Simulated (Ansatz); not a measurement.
## A geometry optimisation of C2H6B2O with r2SCAN-D4/def2-SVP

The starting geometry of this gas-phase singlet was optimised with GFN2-xTB; its bonds are those of `B[C@@H]1O[C@@H]1B`.

```
atom    x (Å)    y (Å)   z (Å)
   C  -1.2664   0.6705  1.4043
   C  -2.6315   0.0967  1.0749
   B  -0.1192  -0.2951  1.7965
   B  -2.8370  -1.4374  1.1438
   O  -2.3831   0.8526  2.2275
   H  -0.1887  -0.9307  2.7701
   H   0.8166  -0.3525  1.1004
   H  -1.0353   1.5516  0.7990
   H  -3.1399   0.6684  0.2936
   H  -2.7076  -2.0046  2.1529
   H  -3.1346  -2.0008  0.1656
```

Task: Predict what becomes of its bonds when it is optimised with r2SCAN-D4/def2-SVP.

Result: New bonds form, giving a structure with H10 bridging B3 and B4, given below by its coordinates. Distances that change by over a tenth: B4–H10 (1.16 → 1.31 Å). Contacts that close: C1–B4 (2.64 → 1.76 Å), B3–B4 (3.02 → 1.87 Å), B3–H10 (3.12 → 1.40 Å).

The energy falls by 0.73 eV over 29 steps:

```
step  E − E(last) (eV)
   1             0.734
   4             0.622
   7             0.621
  10             0.621
  13             0.620
  17             0.595
  20             0.325
  23             0.004
  26             0.000
  29             0.000
```

Final geometry (Å):

```xyz
11

C    -1.4410    0.5085    1.2788
C    -3.0021    0.2605    1.2899
B    -0.6037   -0.7557    1.8381
B    -2.2601   -1.0222    1.0089
O    -2.3618    1.0015    2.2720
H    -0.3717   -0.6413    3.0165
H     0.1926   -1.3095    1.1202
H    -1.1089    1.2175    0.5126
H    -3.6610    0.8128    0.6047
H    -1.6880   -1.6291    2.0129
H    -2.3212   -1.6241   -0.0258
```

Frequencies at the end are all real (lowest 345 cm⁻¹). Run with Ansatz 0.2.0, 51 s on 2 threads of Arm Neoverse V2, on a shared host.
